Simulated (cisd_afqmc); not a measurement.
Input (AFQMC/CISD/cc-pV(D+d)Z; cisd_afqmc is a phaseless AFQMC code with CISD trial states that reads the integrals written by Ansatz): A basis named .json is the Basis Set Exchange file of that set.

Ansatz 0.2 input:
```python
import cisd_afqmc

open("ham.yaml", "w").write("""\
crystal:
  periodic: [false, false, false]
  atoms:
    - {symbol: Si, position_ang: [-0.31222712, -0.37135728, -0.10323564]}
    - {symbol: F, position_ang: [-0.23320174, 0.44339283, 1.27034219]}
    - {symbol: F, position_ang: [0.69654495, 0.32833938, -1.12772688]}
    - {symbol: H, position_ang: [0.20109083, -1.74658793, 0.16176119]}
basis:
  gaussian:
    orbitals: cc-pV_D+d_Z.json
magnetization: {spin_polarized: true, initial_magnetization: 1}
correlation: {method: ccsd, electrons: outside_noble_gas, hamiltonian_folder: ham}
""")
rep = cisd_afqmc.ansatz("ham.yaml")
e_ccsd = rep["correlation"]["coupled_cluster"]["energy"]["hartree"]
out = cisd_afqmc.run("ham", e_ccsd, trial="CISD", walkers=200, populations=8, threads=8, dt=0.005, steps=40, early=24, settle=10, least=32,
    cut=5e-5, rank_cut=2e-4, target=0.0004, seconds=1500, seed=1, memory=17280, gpu=False)
```

Output:

```
orbitals 49, occupied [10, 9], factors 285 of 558, rank of the doubles 298 of 750
E(HF) = -488.474334
E(CCSD) on the cut factors = -488.939900, shift to the whole factors -0.000003
Energy of the trial state on the determinant = -488.939876
  tau behind 7.2 of longer steps, mean of the populations' last blocks
   2.0  -488.94967
   4.0  -488.94905
   6.0  -488.94906
   8.0  -488.94904
blocks 347 (0 outliers left out), error by blocks joined: 1: 0.00023, 2: 0.00027, 4: 0.00032, 8: 0.00036, 16: 0.00040
E(AFQMC/CISD) = -488.94925 +/- 0.00040
```
